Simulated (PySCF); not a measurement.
C6H10O, triplet, at a GFN2-xTB geometry (a higher spin typed on purpose: for a closed-shell molecule this is an excited state); PySCF with MP2/3-21G.

PySCF was given this input:
```python
from pyscf import gto, scf, mp

mol = gto.M(
    atom='''
O     2.36106128    0.44277604    0.25723720
C     1.13365009    0.20047069   -0.01331276
C     0.09077164    1.31333637    0.22839384
C    -1.17819378    1.01003033   -0.54363085
C    -1.77543362   -0.32572408   -0.11187780
C    -0.74431059   -1.42919847   -0.32745964
C     0.52779214   -1.14352997    0.44612814
H    -0.12591387    1.40045300    1.30206483
H     0.55624689    2.23831196   -0.11286847
H    -1.89956956    1.81101126   -0.36035552
H    -0.96186879    0.98739082   -1.61340380
H    -2.67856603   -0.53728156   -0.68634433
H    -2.04820434   -0.28058690    0.94492597
H    -1.15320435   -2.38494651    0.01150188
H    -0.51645648   -1.51665306   -1.39148850
H     1.29184323   -1.89710476    0.25362361
H     0.32154775   -1.11511178    1.52500114
''',
    basis='3-21g',
    spin=2,
    verbose=4,
)

mf = scf.UHF(mol)
mf.kernel()

pt = mp.MP2(mf, frozen=7)
pt.kernel()
print('E(MP2) = %.10f' % pt.e_tot)
```

Predict the main parts of the log of this PySCF run.


```
PySCF version 2.14.0

[INPUT] verbose = 4
[INPUT] num. atoms = 17
[INPUT] num. electrons = 54
[INPUT] charge = 0
[INPUT] spin (= nelec alpha-beta = 2S) = 2
[INPUT] symmetry False subgroup None
[INPUT] Mole.unit = angstrom
[INPUT] Symbol           X                Y                Z      unit          X                Y                Z       unit  Magmom
[INPUT]  1 O      2.361061280000   0.442776040000   0.257237200000 AA    4.461759182515   0.836725450119   0.486107857050 Bohr   0.0
[INPUT]  2 C      1.133650090000   0.200470690000  -0.013312760000 AA    2.142288191189   0.378834700103  -0.025157470362 Bohr   0.0
[INPUT]  3 C      0.090771640000   1.313336370000   0.228393840000 AA    0.171533539478   2.481846048730   0.431601806138 Bohr   0.0
[INPUT]  4 C     -1.178193780000   1.010030330000  -0.543630850000 AA   -2.226463565866   1.908680701204  -1.027313419365 Bohr   0.0
[INPUT]  5 C     -1.775433620000  -0.325724080000  -0.111877800000 AA   -3.355083294145  -0.615529303376  -0.211418401419 Bohr   0.0
[INPUT]  6 C     -0.744310590000  -1.429198470000  -0.327459640000 AA   -1.406543166713  -2.700793685947  -0.618809036449 Bohr   0.0
[INPUT]  7 C      0.527792140000  -1.143529970000   0.446128140000 AA    0.997382595298  -2.160958458532   0.843060001062 Bohr   0.0
[INPUT]  8 H     -0.125913870000   1.400453000000   1.302064830000 AA   -0.237942729584   2.646472620326   2.460545925128 Bohr   0.0
[INPUT]  9 H      0.556246890000   2.238311960000  -0.112868470000 AA    1.051154279741   4.229796585738  -0.213290496399 Bohr   0.0
[INPUT] 10 H     -1.899569560000   1.811011260000  -0.360355520000 AA   -3.589666222961   3.422315289903  -0.680973240275 Bohr   0.0
[INPUT] 11 H     -0.961868790000   0.987390820000  -1.613403800000 AA   -1.817668580867   1.865898227710  -3.048891310333 Bohr   0.0
[INPUT] 12 H     -2.678566030000  -0.537281560000  -0.686344330000 AA   -5.061756203264  -1.015315000179  -1.297002810848 Bohr   0.0
[INPUT] 13 H     -2.048204340000  -0.280586900000   0.944925970000 AA   -3.870545249746  -0.530232395141   1.785651291289 Bohr   0.0
[INPUT] 14 H     -1.153204350000  -2.384946510000   0.011501880000 AA   -2.179240387157  -4.506895725637   0.021735403118 Bohr   0.0
[INPUT] 15 H     -0.516456480000  -1.516653060000  -1.391488500000 AA   -0.975961302457  -2.866058909384  -2.629532170482 Bohr   0.0
[INPUT] 16 H      1.291843230000  -1.897104760000   0.253623610000 AA    2.441229900574  -3.585008426009   0.479279161624 Bohr   0.0
[INPUT] 17 H      0.321547750000  -1.115111780000   1.525001140000 AA    0.607637183470  -2.107255862476   2.881834494250 Bohr   0.0

nuclear repulsion = 308.849833745827
number of shells = 55
number of NR pGTOs = 135
number of NR cGTOs = 83
basis = 3-21g
ecp = {}

******** <class 'pyscf.scf.uhf.UHF'> ********
method = UHF
initial guess = minao
damping factor = 0
level_shift factor = 0
DIIS = <class 'pyscf.scf.diis.CDIIS'>
diis_start_cycle = 1
diis_space = 8
diis_damp = 0
SCF conv_tol = 1e-09
SCF conv_tol_grad = None
SCF max_cycles = 50
direct_scf = True
direct_scf_tol = 1e-13
number electrons alpha = 28  beta = 26
Set gradient conv threshold to 3.16228e-05
init E= -307.513390679396

cycle= 1 E= -305.819183528194  delta_E= 1.69  |g|= 0.562  |ddm|= 2.88
cycle= 2 E= -305.929351236  delta_E= -0.11  |g|= 0.593  |ddm|=  1.2
cycle= 3 E= -306.062100881523  delta_E= -0.133  |g|= 0.118  |ddm|= 0.761
cycle= 4 E= -306.089942752478  delta_E= -0.0278  |g|= 0.071  |ddm|= 0.37
cycle= 5 E= -306.103342346922  delta_E= -0.0134  |g|= 0.0396  |ddm|= 0.222
cycle= 6 E= -306.107677418078  delta_E= -0.00434  |g|= 0.0147  |ddm|= 0.149
cycle= 7 E= -306.108217065013  delta_E= -0.00054  |g|= 0.00761  |ddm|= 0.049
cycle= 8 E= -306.108379421339  delta_E= -0.000162  |g|= 0.00367  |ddm|= 0.0408
cycle= 9 E= -306.108396799459  delta_E= -1.74e-05  |g|= 0.00141  |ddm|= 0.0104
cycle= 10 E= -306.108400414657  delta_E= -3.62e-06  |g|= 0.000498  |ddm|= 0.00526
cycle= 11 E= -306.108400800295  delta_E= -3.86e-07  |g|= 0.000261  |ddm|= 0.00151
cycle= 12 E= -306.10840092869  delta_E= -1.28e-07  |g|= 0.000134  |ddm|= 0.00102
cycle= 13 E= -306.108400957084  delta_E= -2.84e-08  |g|= 4.49e-05  |ddm|= 0.000449
cycle= 14 E= -306.108400960383  delta_E= -3.3e-09  |g|= 1.88e-05  |ddm|= 0.000142
cycle= 15 E= -306.108400961025  delta_E= -6.43e-10  |g|= 8.38e-06  |ddm|= 6.2e-05
Extra cycle  E= -306.108400961107  delta_E= -8.12e-11  |g|= 5.36e-06  |ddm|= 1.47e-05
converged SCF energy = -306.108400961107  <S^2> = 2.0095422  2S+1 = 3.0063547

******** <class 'pyscf.mp.ump2.UMP2'> ********
nocc = (np.int64(21), np.int64(19)), nmo = (76, 76)
frozen orbitals 7
E(UMP2) = -306.71524283105  E_corr = -0.606841869943133
E(SCS-UMP2) = -306.714593985038  E_corr = -0.606193023931667
E_corr(same-spin) = -0.140789100000106
E_corr(oppo-spin) = -0.466052769943027
E(MP2) = -306.7152428310
```
